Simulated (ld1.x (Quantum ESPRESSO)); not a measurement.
**Building the ultrasoft potential for Ar (Z = 18) (BLYP, non-relativistic).**

```
Element                 : argon (Ar)
Generator               : ld1.x (Quantum ESPRESSO) 7.5
Type                    : ultrasoft
Functional              : BLYP
Relativity              : non-relativistic
Frozen core             : [Ne]
Valence charge          : 8
Reference configuration : 3s2 3p3 (charge +3)
Partial waves           : 3s (bound): rcut 0.80, rcutus 0.95 bohr; 3s channel at -1.15 Ry: rcut 0.80, rcutus 0.95 bohr; 3p (bound): rcut 0.95, rcutus 1.10 bohr; 3p channel at -3 Ry: rcut 0.95, rcutus 1.10 bohr; 3d channel at -0.1 Ry: rcut 0.75, rcutus 1.00 bohr
Local potential         : all-electron potential smoothed inside 0.80 bohr (lloc = -1)
Core correction         : none
Augmentation charge     : built from norm-conserving waves at rcut, not smoothed further
```

All-electron outer shells of the reference configuration (BLYP, non-relativistic, ld1.x):

```
shell  level (eV)  outermost node (bohr)  outermost maximum (bohr)
   3s      -65.10                   0.52                      1.13
   3p      -49.79                   0.48                      1.20
```

(1) Does this generation succeed?

## Answers

(1) No. ld1.x (Quantum ESPRESSO) 7.5 stopped with "run_pseudo: Errors in PS-KS equation": the pseudo-atom solver did not find the valence states with the expected number of nodes, which is the usual sign of a ghost state. Before that it printed "Warning: n=1, l=0 expected 0 nodes, found 1".
